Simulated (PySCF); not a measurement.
C₄H₁₂O₃Si, singlet, at a GFN2-xTB geometry; MP2/STO-3G (PySCF).

The PySCF input:
```python
from pyscf import gto, scf, mp

mol = gto.Mole()
mol.atom = '''
    C    -2.351200   -1.276742   -0.346431
    O    -1.499053   -0.171473   -0.464038
    Si    0.000320    0.003483    0.136743
    C     0.004785    0.052126    2.046433
    O     0.609654    1.364572   -0.508094
    C     0.076563    2.658524   -0.452345
    O     0.886091   -1.229137   -0.442674
    C     2.271942   -1.411141   -0.353817
    H    -1.836377   -2.192979   -0.637966
    H    -2.704837   -1.380188    0.682198
    H    -3.202708   -1.109507   -1.006855
    H    -0.722912    0.762195    2.430162
    H     0.976311    0.343143    2.436863
    H    -0.236240   -0.918406    2.471831
    H    -0.968744    2.658371   -0.763566
    H     0.659356    3.285626   -1.127836
    H     0.144734    3.057631    0.562497
    H     2.800228   -0.518704   -0.691453
    H     2.536044   -2.255737   -0.991076
    H     2.564595   -1.628515    0.676203
'''
mol.basis = 'sto-3g'
mol.charge = 0
mol.spin = 0
mol.verbose = 4
mol.build()

mf = scf.RHF(mol)
mf.kernel()

pt = mp.MP2(mf)
pt.kernel()
print('E(MP2) = %.10f' % pt.e_tot)
```

### Question
What does PySCF print? Leave out banner, timings and long lists.

### Answer

```
PySCF version 2.14.0

[INPUT] verbose = 4
[INPUT] num. atoms = 20
[INPUT] num. electrons = 74
[INPUT] charge = 0
[INPUT] spin (= nelec alpha-beta = 2S) = 0
[INPUT] symmetry False subgroup None
[INPUT] Mole.unit = angstrom
[INPUT] Symbol           X                Y                Z      unit          X                Y                Z       unit  Magmom
[...]
nuclear repulsion = 521.604729548532
number of shells = 38
number of NR pGTOs = 168
number of NR cGTOs = 56
basis = sto-3g
ecp = {}

******** <class 'pyscf.scf.hf.RHF'> ********
method = RHF
initial guess = minao
damping factor = 0
level_shift factor = 0
DIIS = <class 'pyscf.scf.diis.CDIIS'>
diis_start_cycle = 1
diis_space = 8
diis_damp = 0
SCF conv_tol = 1e-09
SCF conv_tol_grad = None
SCF max_cycles = 50
direct_scf = True
direct_scf_tol = 1e-13
Set gradient conv threshold to 3.16228e-05
Initial guess from minao.
init E= -665.072782629525
[...]
cycle= 1 E= -663.638767483232  delta_E= 1.43  |g|= 0.714  |ddm|= 5.27
[...]
cycle= 2 E= -663.816112909047  delta_E= -0.177  |g|= 0.191  |ddm|= 1.22
[...]
cycle= 3 E= -663.827606774269  delta_E= -0.0115  |g|= 0.036  |ddm|= 0.28
[...]
cycle= 4 E= -663.828325219948  delta_E= -0.000718  |g|= 0.00662  |ddm|= 0.0815
[...]
cycle= 5 E= -663.828347921414  delta_E= -2.27e-05  |g|= 0.00145  |ddm|= 0.0149
[...]
cycle= 6 E= -663.82834930868  delta_E= -1.39e-06  |g|= 0.000242  |ddm|= 0.00423
[...]
cycle= 7 E= -663.828349352376  delta_E= -4.37e-08  |g|= 6.88e-05  |ddm|= 0.000763
[...]
cycle= 8 E= -663.828349356378  delta_E= -4e-09  |g|= 1.67e-05  |ddm|= 0.000247
[...]
cycle= 9 E= -663.828349356604  delta_E= -2.26e-10  |g|= 2.65e-06  |ddm|= 6.26e-05
[...]
Extra cycle  E= -663.828349356606  delta_E= -1.59e-12  |g|= 1.01e-06  |ddm|= 5.11e-06
converged SCF energy = -663.828349356606

******** <class 'pyscf.mp.mp2.RMP2'> ********
nocc = 37, nmo = 56
E(RMP2) = -664.170352063911  E_corr = -0.342002707305653
E(SCS-RMP2) = -664.199049521112  E_corr = -0.370700164506371
E_corr(same-spin) = -0.0458112510697071
E_corr(oppo-spin) = -0.296191456235946
E(MP2) = -664.1703520639
```
